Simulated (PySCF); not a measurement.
As2FH5Si, SMILES F[SiH]([AsH2])[AsH2].

Geometry: PBE-D3(BJ)/def2-SVP.

Two levels are set side by side: PBE/def2-TZVP (PySCF) and ωB97X/def2-TZVP (PySCF). Same geometry, gas phase. Differences are taken from unrounded values.

| quantity | ωB97X | PBE | PBE minus ωB97X |
|---|---|---|---|
| orbital gap (eV) | 10.92 | 5.00 | -5.92 |
| highest occupied level (eV) | -9.55 | -6.40 | 3.15 |
| lowest empty level (eV) | 1.36 | -1.40 | -2.77 |
| dipole moment (D) | 1.64 | 1.51 | -0.13 |
| mean polarisability (bohr³) | 91.1 | 94.5 | 3.4 |

Without exact exchange PBE keeps part of each electron's self-repulsion, which lifts occupied levels and narrows the gap. PBE's more diffuse valence density responds more strongly to a field. Differences between two approximate levels are no errors against the true value.

Rough cost on one machine, each run with all the roots and properties that it gave: ωB97X against PBE within a factor of 2.
